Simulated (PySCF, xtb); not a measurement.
C2H5FN2Si, SMILES N[Si@@H]1C=N[C@@H]1F.

GFN2-xTB (xtb) at its own geometry gives an orbital gap of 2.66 eV and a dipole moment of 4.50 D.

Geometry: PBE0-D3(BJ)/def2-SVP. The structure was generated by enumeration; whether it is a known compound was not checked. One conformer was computed; it need not be the lowest.

What does PBE/def2-TZVP run with PySCF give? (The exact figures need the calculation; the answer reports its results.)

gap 3.44 eV (levels -5.65 and -2.21 eV), dipole 3.09 D.
